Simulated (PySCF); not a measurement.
## Molecular orbitals of BeCl⁺

r²SCAN at R = 1.760 Å; Be def2-SVP, Cl def2-SVP; no relativity (PySCF 2.14). State: ¹Σ⁺ (singlet), closed shell. Only the outer orbitals are listed, counted within each symmetry.

```json
{"orbital": "5σ", "occ.": "2", "ε (eV)": "-28.07", "on Be (%)": "8", "main shells (%)": "90 Cl s"}
{"orbital": "6σ", "occ.": "2", "ε (eV)": "-17.12", "on Be (%)": "22", "main shells (%)": "71 Cl p, 15 Be s"}
{"orbital": "2π", "occ.": "2", "ε (eV)": "-15.10", "on Be (%)": "11", "main shells (%)": "89 Cl p, 11 Be p"}
{"orbital": "2π", "occ.": "2", "ε (eV)": "-15.10", "on Be (%)": "11", "main shells (%)": "89 Cl p, 11 Be p"}
{"orbital": "7σ", "occ.": "0", "ε (eV)": "-10.82", "on Be (%)": "96", "main shells (%)": "69 Be s, 27 Be p"}
{"orbital": "3π", "occ.": "0", "ε (eV)": "-7.87", "on Be (%)": "88", "main shells (%)": "88 Be p, 10 Cl p"}
{"orbital": "3π", "occ.": "0", "ε (eV)": "-7.87", "on Be (%)": "88", "main shells (%)": "88 Be p, 10 Cl p"}
```

**Question.** Which are the highest filled and the lowest empty level, where do they sit, and how wide is the gap?

**Answer.** Highest filled 2π at -15.10 eV (in %: 89 Cl p, 11 Be p); lowest empty 7σ at -10.82 eV (in %: 69 Be s, 27 Be p); the gap at r²SCAN is 4.28 eV.

The bond order (Mayer) is 1.60, the ⟨S²⟩ is 0.000 and the charge on Be (Mulliken, basis-dependent) is 0.97. The charge on Be (Löwdin, basis-dependent) is 0.76 and the dipole moment (positive dipole points towards Cl; it is taken about the centre of mass and depends on that origin) is -8.42 D.
